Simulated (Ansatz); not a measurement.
Saddle point of GaNH₃ClO, closed shell (GaNH₃ClO ([NH2][Ga]([OH])[Cl]) → GaNHCl ([NH][Ga][Cl]) + H₂O (still joined by a long Ga–O bond); bonds formed: O2–H4; bonds broken: N3–H4; bonds weakened to dative contacts: Ga1–O2), PBE0-D4/def2-TZVP structure:

| atom | x (Å) | y (Å) | z (Å) |
| --- | --- | --- | --- |
| Ga1 | -0.3112 | 0.7261 | 0.4318 |
| O2 | 0.3054 | -1.1953 | 0.4723 |
| N3 | 0.4133 | 0.5371 | -1.1492 |
| H4 | 0.5909 | -0.7686 | -0.5236 |
| Cl5 | -1.3596 | 1.3391 | 2.1506 |
| H6 | -0.3220 | -1.9190 | 0.3936 |
| H7 | 0.6832 | 1.2807 | -1.7755 |

Energies are electronic, without zero-point energy. Barriers and step energies count from the start structure reached by relaxing down the imaginary mode; all methods use the PBE0-D4 structures, on which another method's saddle can fall below an end. Computed with Ansatz 0.2.0 (basis: def2-TZVPP, with def2-QZVPP for the basis limit); correlated methods freeze the cores. Filled d shells of the heavier atoms are correlated. The def2 sets are not built for correlating such inner shells, so the correlated values are less sure here. B3LYP uses VWN-RPA correlation. Extrapolation: Hartree–Fock as exp(−7.88 √X), correlation as X^−2.97.

```tsv
method	barrier (kcal/mol)	step energy (kcal/mol)
SPW92	47.96	49.49
PBE-D4	51.74	50.06
BLYP-D4	53.43	50.03
r2SCAN-D4	56.46	54.32
B97M-V	58.94	54.41
PBE0-D4	57.94	56.01
B3LYP-D4	58.31	54.98
r2SCAN0-D4	60.64	58.42
BHLYP-D4	65.25	61.48
CAM-B3LYP-D4	?	58.44
wB97X-V	62.12	59.70
wB97M-V	60.16	57.13
B2PLYP	?	54.88
PBE-QIDH	60.78	58.33
RPA on PBE	?	53.33
HF	76.29	70.04
MP2	58.15	54.80
CCSD	62.94	58.90
CCSD(T)	59.57	55.76
```

Fill in the withheld barriers. (An estimate is asked for; the value comes from the calculation.)

By the calculation: B2PLYP 58.57; CAM-B3LYP-D4 60.84; RPA on PBE 57.55 kcal/mol. Each is the energy of the saddle less that of the start structure, by the same method.

For comparison, the barrier by CCSD(T) at an estimated basis limit (MP2 extrapolated from triple and quadruple zeta, plus CCSD(T) − MP2 in triple zeta) is 59.35 kcal/mol.

No T1 diagnostic of these runs exceeds 0.018.

Labels in which every atom is bracketed show which atoms are joined, not bond orders.

For scale, one of the runs: CCSD(T)/def2-TZVPP, 194 basis functions, launched by `ansatz run in.yaml --threads 4 --pin off --events-out ev --progress --plain --max-ram 9574MiB`. The run took 100 s on 4 CPU threads of an Intel Xeon (shared host), with 2.2 GiB of host memory at its peak.
